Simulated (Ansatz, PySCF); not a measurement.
C2H4 (SMILES C=C) and C2H6 (SMILES CC) are pulled apart as rigid monomers along the line of their centres of mass, from the B3LYP-D3(BJ)/def2-TZVP minimum. Starting geometry (charge 0, multiplicity 1):
```csv
atom,x (Å),y (Å),z (Å)
C,0.2460,0.6366,-0.0265
C,-0.2483,-0.5669,0.2207
H,-0.3875,1.5142,-0.0716
H,1.3048,0.7946,-0.1928
H,0.3852,-1.4443,0.2687
H,-1.3063,-0.7249,0.3906
C,0.3481,0.6526,3.9679
C,-0.3459,-0.7033,3.8866
H,1.3203,0.5720,4.4587
H,-0.2483,1.3707,4.5346
H,0.5116,1.0666,2.9717
H,0.2490,-1.4178,3.3146
H,-1.3176,-0.6212,3.3959
H,-0.5106,-1.1278,4.8792
```

Interaction energies with rigid monomers; basis-set methods are counterpoise corrected unless marked otherwise.

Rows in 6-31G* carry no dispersion term and start afresh at each structure (6-31G* with six Cartesian d functions). MP2/6-31G* freezes PySCF's default core.

The values were computed with Ansatz (Gaussian orbitals); PySCF for 6-31G* rows, the dispersion terms. Each number belongs to the level named beside it.

```csv
C1···H11 (Å),PBE-D3(BJ)/def2-TZVPPD (kcal/mol),B3LYP/6-31G* (no counterpoise) (kcal/mol),B3LYP-D3(BJ)/def2-TZVPPD (kcal/mol),wB97M-V/def2-TZVPPD (kcal/mol),MP2/6-31G* (no counterpoise) (kcal/mol)
2.74,-0.86,0.67,-0.59,-0.48,-0.39
3.04,-1.23,?,-0.97,-0.86,-0.96
3.49,-0.99,-0.33,-0.72,-0.69,?
4.24,-0.45,-0.08,-0.28,-0.34,-0.28
5.45,-0.11,0.00,-0.08,-0.10,-0.05
```

Q: Complete the blanks.

A: 
- 3.04, B3LYP/6-31G* (no counterpoise) (kcal/mol): -0.16
- 3.49, MP2/6-31G* (no counterpoise) (kcal/mol): -0.82

Ansatz is a first-principles code.
